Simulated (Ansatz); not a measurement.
`C[SiH](Cl)[SiH2]F` + HCl → `F[SiH2][SiH](Cl)Cl` + CH₄ at 298.15 K and 1 bar (ligand exchange at the Si–C bond).

Isolated molecules relaxed with PBE0-D4/def2-TZVP in Ansatz; ΔE leaves out vibrations. CBS: MP2 limit from def2 TZ/QZ plus the TZ coupled-cluster correction, frozen cores. This one scheme is used for every species. Each species was taken in one conformer, which may not be the lowest.

```
             species  CCSD(T)/CBS energy (Eh)  H − E (kJ/mol)  S (J/(mol·K))
 `C[SiH](Cl)[SiH2]F`              -1179.51308           201.9          383.7
                 HCl               -460.38127            26.6          186.8
`F[SiH2][SiH](Cl)Cl`              -1599.46845           108.3          378.3
                 CH₄                -40.46206           127.4          186.2
```

H − E and S are ideal-gas, rigid-rotor, harmonic terms from PBE0-D4/def2-TZVP, for one conformer and one mirror image of each species. 1 Eh = 2625.50 kJ/mol, R = 8.31446 J/(mol·K).

By hand: ΔE, ΔH, ΔS and ΔG.

ΔE = (-1599.46845) + (-40.46206) − (-1179.51308) − (-460.38127) = -0.03616 Eh = -94.9 kJ/mol. Δ(H − E) = 108.3 + 127.4 − 201.9 − 26.6 = 7.2, so ΔH = -87.7 kJ/mol. ΔS = 378.3 + 186.2 − 383.7 − 186.8 = -6.0 J/(mol·K). ΔG = -87.7 − 298.15 × (-6.0)/1000 = -85.9 kJ/mol.

By hand: the equilibrium constant, and the temperature at which ΔG would vanish if ΔH and ΔS stayed fixed.

log₁₀ K = −ΔG/(RT ln 10) = 15.0. ΔG = 0 at ΔH/ΔS = 14617 K, far beyond where these terms or the molecules hold.

The number of gas molecules stays the same, so ΔS is small and ΔH decides. A doubt of 5 kJ/mol in ΔE shifts log₁₀ K by 0.9 here. Other conformers and mirror images would add mixing entropy, several J/(mol·K) or more a flexible species. Modes under 60 cm⁻¹, often nearly free rotors, make the harmonic entropy too high. These are equilibria of isolated gas molecules and say nothing of rates. Largest T1 diagnostic: 0.011 (customary marks: 0.02 for closed shells, 0.045 for open ones).
